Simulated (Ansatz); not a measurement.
Al₁₅N₁₅H₃₆, a nanocrystal cut from wurtzite AlN (hydrogen-capped). Total charge 0; singlet. Geometry PBE-D4/def2-SVP, basis def2-SVP, Ansatz.

Cartesian coordinates in Å:
```
N 2.459 1.350 -3.064
Al 2.983 2.342 -1.421
Al 3.664 -0.448 -0.206
N 2.564 1.127 0.018
Al 3.113 1.996 1.651
N 2.718 0.658 3.071
Al 0.587 0.846 -3.150
N -0.290 2.558 -2.777
Al 1.283 -1.770 -1.879
N 2.366 -1.971 -0.322
N 0.229 -0.211 -1.603
Al 0.747 0.632 0.040
Al -1.497 2.556 -1.244
N -0.369 2.204 0.264
Al 1.418 -2.131 1.325
N 0.360 -0.560 1.491
Al 0.856 0.130 3.199
Al -1.364 2.201 1.902
N -0.033 1.874 3.290
N 0.026 -3.287 -1.914
Al -1.645 -0.669 -1.600
N -2.621 0.990 -1.302
Al -1.131 -3.480 -0.344
N 0.155 -3.630 1.127
N -2.004 -1.824 -0.121
Al -1.512 -1.023 1.543
Al -3.741 0.944 0.265
N -2.494 0.651 1.704
Al -3.879 -2.380 -0.104
N -4.847 -0.648 0.131
H 2.730 1.910 -3.888
H 3.072 0.515 -3.105
H 4.529 2.748 -1.529
H 1.908 3.585 -1.426
H 4.415 -0.421 -1.641
H 4.532 -0.733 1.131
H 4.667 2.382 1.718
H 2.054 3.196 2.022
H 3.326 -0.159 2.875
H 3.063 1.024 3.973
H 0.092 0.306 -4.572
H 0.460 3.233 -2.505
H -0.743 2.955 -3.613
H 2.090 -1.747 -3.269
H 3.009 -2.773 -0.440
H -2.319 3.928 -1.223
H 0.305 2.993 0.325
H 2.339 -2.410 2.613
H 0.477 -0.716 4.502
H -2.172 3.535 2.254
H 0.698 2.600 3.113
H -0.410 2.072 4.229
H 0.517 -4.166 -2.140
H -0.600 -3.132 -2.726
H -2.065 -1.316 -3.016
H -3.255 1.110 -2.111
H -2.028 -4.798 -0.454
H 0.655 -4.532 1.110
H -0.400 -3.665 2.003
H -1.818 -1.973 2.810
H -4.678 2.228 0.449
H -3.057 0.582 2.569
H -4.325 -2.905 -1.560
H -4.206 -3.218 1.234
H -5.516 -0.542 -0.648
H -5.450 -0.724 0.966
```

| run | HOMO (eV) | LUMO (eV) |
| --- | --- | --- |
| A | -6.33 | -0.60 |
| B | -6.00 | -1.01 |
| C | -7.23 | -0.19 |
| D | -8.56 | 0.78 |
| E | -5.87 | -0.87 |

Single mean-field runs in def2-SVP are fitted with def2-universal-jkfit.

Question: The runs used BLYP, CAM-B3LYP, PBE, PBE0, r2SCAN. Estimate which is which.

Answer: A r2SCAN (0 % exact exchange); B PBE (0 % exact exchange); C PBE0 (25 % exact exchange); D CAM-B3LYP (range-separated); E BLYP (0 % exact exchange). Exact exchange lowers occupied and raises empty levels; among semilocal functionals meta-GGAs tend to open the gap a little, and such runs are hard to tell apart. The gap grows from 4.99 eV (PBE) to 9.34 eV (CAM-B3LYP).
